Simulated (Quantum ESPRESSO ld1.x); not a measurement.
Results of a calculation; reference values are marked as such.
Radial electron density D(r) = 4 pi r^2 rho(r) of an atom or ion with 25 electrons. Level of theory: non-relativistic Kohn-Sham, LDA (Slater exchange, Perdew-Zunger correlation), spin-polarised, spherical densities, point nucleus (ld1.x of Quantum ESPRESSO 7.5).

```
   r/bohr * D(r) (the largest magnitude, 34.7, reaches the edge; | marks zero)
 0.002211 |*
 0.002534 |*
 0.002926 | *
 0.003352 | *
 0.003841 |  *
   0.0044 |   *
 0.005041 |    *
 0.005822 |     *
  0.00667 |      *
 0.007642 |        *
 0.008755 |           *
  0.01003 |             *
  0.01158 |                *
  0.01327 |                    *
  0.01521 |                        *
  0.01742 |                            *
  0.02012 |                                 *
  0.02305 |                                     *
  0.02641 |                                         *
  0.03025 |                                             *
  0.03466 |                                               *
  0.04003 |                                                *
  0.04586 |                                                *
  0.05254 |                                              *
   0.0602 |                                            *
  0.06897 |                                         *
  0.07965 |                                      *
  0.09126 |                                      *
   0.1045 |                                       *
   0.1198 |                                          *
   0.1372 |                                               *
   0.1585 |                                                    *
   0.1816 |                                                      *
    0.208 |                                                     *
   0.2383 |                                                *
   0.2731 |                                        *
   0.3153 |                               *
   0.3613 |                        *
   0.4139 |                    *
   0.4742 |                    *
   0.5433 |                      *
   0.6274 |                         *
   0.7189 |                         *
   0.8236 |                       *
   0.9436 |                   *
    1.081 |              *
    1.248 |         *
     1.43 |     *
    1.639 |   *
    1.877 |  *
    2.168 | *
    2.484 | *
    2.846 |*
    3.261 |*
    3.736 |*
    4.314 *
    4.943 *
    5.663 *
    6.488 *
    7.433 *
    8.584 *
    9.835 *
```

What is the nuclear charge?

Answer. Z = 26. The innermost maximum, from 1s, lies near 1/Z = 0.0385 bohr (found: 0.0417), and its height grows with Z. The density is that of the iron ion Fe+ in [Ar] 3d5 4s0.5 4p1.5; the configuration itself is not fixed sharply by these data, and Z only to about a unit. D(r) has 3 maxima, at r = 0.0417, 0.187, 0.691 bohr, and minima at 0.0898, 0.445 bohr, inside which lie 2.11, 10.68 electrons.
